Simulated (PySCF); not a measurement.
## Constants of SnF, step by step

State: ²Π, doublet, unpaired electrons π ↑. De refers to Sn + F. ROHF-based CCSD(T) in PySCF 2.14 with Sn cc-pwCVDZ-PP with ECP28, F aug-cc-pVDZ and Sn cc-pwCVTZ-PP with ECP28, F aug-cc-pVTZ (frozen core orbitals: 5; scalar-relativistic core potentials). Correlation energies are extrapolated as n⁻³ (n = 2, 3), Hartree–Fock as (n+1)·exp(−9√n).

```json
{"Level": "CCSD(T)/DZ", "Re (Å)": "1.9654", "ωe (cm⁻¹)": "566.8", "ωexe (cm⁻¹)": "2.49", "αe (cm⁻¹)": "0.00173", "De (eV)": "4.767"}
{"Level": "CCSD(T)/TZ", "Re (Å)": "1.9443", "ωe (cm⁻¹)": "579.2", "ωexe (cm⁻¹)": "2.66", "αe (cm⁻¹)": "0.00182", "De (eV)": "4.936"}
{"Level": "HF/CBS", "Re (Å)": "1.9244", "ωe (cm⁻¹)": "606.4", "ωexe (cm⁻¹)": "2.88", "αe (cm⁻¹)": "0.00186", "De (eV)": "3.245"}
{"Level": "MP2/CBS", "Re (Å)": "1.9421", "ωe (cm⁻¹)": "578.1", "ωexe (cm⁻¹)": "2.61", "αe (cm⁻¹)": "0.00182", "De (eV)": "5.251"}
{"Level": "CCSD/CBS", "Re (Å)": "1.9338", "ωe (cm⁻¹)": "591.2", "ωexe (cm⁻¹)": "2.69", "αe (cm⁻¹)": "0.00182", "De (eV)": "4.813"}
{"Level": "CCSD(T)/CBS", "Re (Å)": "1.9404", "ωe (cm⁻¹)": "582.0", "ωexe (cm⁻¹)": "2.66", "αe (cm⁻¹)": "0.00183", "De (eV)": "4.998"}
```

How much is left between CCSD(T)/TZ and the basis-set limit, and how much do the triples give at the limit?

CCSD(T)/CBS less CCSD(T)/TZ: -3.9 mÅ in Re, +2.8 cm⁻¹ in ωe and +0.062 eV in De. CCSD(T)/CBS less CCSD/CBS: +6.6 mÅ in Re, -9.2 cm⁻¹ in ωe and +0.185 eV in De.

The T1 diagnostic is 0.019. The state was picked by a PBE0 search and need not be the measured ground state. Spin–orbit coupling, excitations beyond (T) and corrections to the Born–Oppenheimer picture are left out, and spin–orbit coupling matters for open p, d or f shells this heavy.

The whole job (state search and all basis sets along the bond) took about 39 min on 4 threads of Intel Xeon Platinum 8488C (shared host), peak memory 12 GiB.
